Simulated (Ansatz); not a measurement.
System: sum formula H₈Si₃O₄, net charge 0, singlet state. 
Geometry from a B3LYP-D3(BJ)/def2-TZVP (Ansatz, a first-principles code) optimisation:
SMILES: O[Si](O)(O[SiH3])O[SiH3]
```xyz
15

O     -0.7783    -1.9562     0.1657
Si    -0.0314    -0.6067    -0.3757
O      0.6370    -0.7764    -1.8578
O     -1.1750     0.5391    -0.4119
Si    -2.4847     1.1025     0.4054
O      1.1916    -0.2169     0.6115
Si     2.5760     0.6652     0.6892
H     -0.2366    -2.7183     0.3835
H      0.0507    -0.8790    -2.6110
H     -3.6821     0.3091     0.0511
H     -2.2547     1.0251     1.8658
H     -2.6913     2.5119     0.0092
H      3.6933    -0.0921     0.0833
H      2.8687     0.9200     2.1158
H      2.4087     1.9529    -0.0218
```

Atomisation energy built up term by term with Ansatz (kcal/mol; UHF references for open shells; valence terms freeze the core; atomic spin-orbit terms are left out). Basis-set limits of correlation are two-point, X^-3; Hartree-Fock from the larger set.

```csv
term,basis,kcal/mol
Hartree-Fock,cc-pV(Q+d)Z,1010.66
CCSD correlation,"CBS(cc-pV(T+d)Z,cc-pV(Q+d)Z)",347.51
(T),"CBS(cc-pV(T+d)Z,cc-pV(Q+d)Z)",19.80
core correlation,cc-pwCVTZ,1.21
scalar relativity (X2C),cc-pVTZ-DK against cc-pVTZ,-3.67
sum: De,,1375.5
```

(T) makes 1.4 % of the CCSD(T) atomisation energy; under 5 % is typical of single-reference molecules.
